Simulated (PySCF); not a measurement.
MoBr3, SMILES [Br][Mo]([Br])[Br] (connectivity only; charge and spin as stated), neutral, multiplicity 4.

Geometry optimised at B3LYP-D3(BJ)/def2-SVP. The spin state was assumed, not searched. The def2 effective core potentials stand for the cores of Mo; spin–orbit coupling is left out.

Computed with M06-2X/def2-TZVP (PySCF).

Gas-phase values at a fixed geometry.

Estimate the frontier levels, dipole moment and polarisability. (An estimate is asked for; the answer gives what the named calculation found.)


| Property | Value |
|---|---|
| α spin, highest occupied and lowest empty level | -8.69 and -3.02 eV |
| β spin, highest occupied and lowest empty level | -10.03 and -3.35 eV |
| dipole moment | 0.00 D |
| quadrupole, principal values (traceless, Buckingham form, about the centre of nuclear charge) | -1.28, -1.28, 2.56 D·Å |
| mean static polarisability | 102.7 bohr³ (15.22 Å³) |
| polarisability, principal values | 66.3, 120.9, 120.9 bohr³ |
| ⟨S²⟩ | 3.777 (pure state 3.75) |
